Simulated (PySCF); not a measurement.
# Excitation energy of Co by level of theory

Co [Ar] 3d7 4s2 (4F) → Co [Ar] 3d7 4s1 5s1 (6F), as a difference of total energies. Computed with PySCF 2.14 in x2c-TZVPPall with one added diffuse shell each of s, p, d, f type (7s6p5d3f1g, 80 functions), with the spin-free X2C one-electron Hamiltonian (Gaussian nucleus). Correlated levels: valence: [Ar] frozen. The calculations carry no spin-orbit coupling.

```json
{"method": "UHF", "excitation energy (eV)": "4.348"}
{"method": "MP2 (valence)", "excitation energy (eV)": "5.388"}
{"method": "SCS-MP2 (valence)", "excitation energy (eV)": "5.586"}
{"method": "CCSD (valence)", "excitation energy (eV)": "5.497"}
{"method": "CCSD(T) (valence)", "excitation energy (eV)": "5.594"}
```

How much does correlation contribute at CCSD(T) (valence)?

5.594 − (4.348) = 1.246 eV, measured against UHF.

The promoted electron is Rydberg-like, and one or two diffuse shells describe it only roughly, which tends to raise the upper state.
